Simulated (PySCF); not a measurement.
**TDDFT excited states: C5H9NO2**

N-methyldiacetamide, C5H9NO2.
SMILES: `CC(=O)N(C)C(C)=O`

Method: TDDFT CAM-B3LYP/def2-SVPD, vertical, gas phase, core orbitals frozen in the response in PySCF. The structure is a single PBE0-D3(BJ)/def2-SVP conformer in the gas phase; no vibrational or solvent corrections. Torsions of this conformer, `[CH3:1][C:2](=[O:3])[N:4]([CH3:5])[C:6]([CH3:7])=[O:8]`: C1–C2–N4–C5 1°, C2–N4–C6–C7 1°.

```
state  E (eV)  E (kJ/mol)  λ (nm)       f   main configurations (H = HOMO, L = LUMO)
   S1    5.15         497   240.9  0.0013                   H→L (82%), H-2→L+4 (10%)
   S2    5.36         517   231.2  0.0001                   H-2→L (76%), H→L+4 (15%)
   S3    6.49         626   191.0   0.255                                H-1→L (94%)
   S4    7.32         706   169.4   0.013                              H-1→L+1 (85%)
   S5    7.35         709   168.7   0.019                 H→L+1 (68%), H-2→L+1 (12%)
   S6    7.61         734   162.9  0.0051  H-2→L+1 (63%), H-2→L+2 (10%), H→L+1 (10%)
```

The lowest singlet comes at 241 nm (497 kJ/mol) in the ultraviolet; it is very weak; its leading configuration is HOMO→LUMO (82%). The strongest level in the table is S3 at 6.49 eV (191 nm, f = 0.255). Löwdin shares by element: HOMO oxygen 67%, nitrogen 8%, carbon 7% or more (atoms not listed hold the other 19%); LUMO carbon 42% or more, oxygen 35% (atoms not listed hold the other 23%). The oscillator strengths of these states sum to 0.294; summed over the whole spectrum of an exact calculation they would give the number of electrons, 62 (Thomas–Reiche–Kuhn). Orbital energies (eV): HOMO-3 -11.88, HOMO-2 -9.47, HOMO-1 -9.38, HOMO -9.29, LUMO 0.34, LUMO+1 0.89, LUMO+2 1.73. Weighted by f, the mean energy of these states is 6.60 eV. Singlets were solved by full linear response.
